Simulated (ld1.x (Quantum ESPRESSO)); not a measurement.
# Reading a pseudo-wave (lanthanum)

Columns: radius, all-electron u(r) and pseudo u(r) of the 5s shell (level -37.52 eV) of lanthanum in the configuration [Kr] 4d10 4f0 5s2 5p6 5d2 6s1 6p0; LDA (PZ), scalar-relativistic, RRKJ scheme, ld1.x (Quantum ESPRESSO) 7.5.

| r (bohr) | all-electron | pseudo |
| --- | --- | --- |
| 0.143 | 0.1341 | 0.0910 |
| 0.285 | 0.1702 | 0.1857 |
| 0.428 | -0.4032 | 0.2880 |
| 0.570 | -0.4877 | 0.3964 |
| 0.713 | -0.1750 | 0.5094 |
| 0.855 | 0.2368 | 0.6189 |
| 0.998 | 0.5849 | 0.7183 |
| 1.140 | 0.8119 | 0.7972 |
| 1.283 | 0.9262 | 0.8492 |
| 1.425 | 0.9519 | 0.8687 |
| 1.568 | 0.9176 | 0.8549 |
| 1.710 | 0.8476 | 0.8110 |
| 1.853 | 0.7589 | 0.7430 |
| 1.995 | 0.6649 | 0.6605 |
| 2.138 | 0.5721 | 0.5720 |
| 2.280 | 0.4864 | 0.4866 |
| 2.423 | 0.4086 | 0.4087 |
| 2.565 | 0.3409 | 0.3409 |
| 2.708 | 0.2821 | 0.2821 |
| 2.850 | 0.2325 | 0.2325 |
| 2.992 | 0.1907 | 0.1907 |
| 3.135 | 0.1556 | 0.1556 |
| 3.278 | 0.1266 | 0.1266 |
| 3.420 | 0.1028 | 0.1028 |
| 3.563 | 0.0832 | 0.0832 |
| 3.705 | 0.0673 | 0.0673 |

(1) How many radial nodes do the two functions have?

(2) At about which radius was the pseudo-wave matched?

(3) Where does each function peak?

(4) Is the pseudo-wave norm-conserving?

Answers

(1) The all-electron 5s function has n − l − 1 = 4 (the table is too coarse to show those close to the nucleus); the pseudo-wave has 0, since the states of the same l below it are removed with the core.

(2) 2.50 bohr. The columns agree to 0.0005 from 2.14 bohr on; several derivatives are matched, so the curves merge somewhat inside the radius.

(3) Outermost all-electron maximum near 1.43 bohr, pseudo maximum near 1.43 bohr (to the table’s step).

(4) Yes: the RRKJ scheme keeps the norm inside the radius equal to the all-electron one, which fixes the energy derivative of the logarithmic derivative at the level.
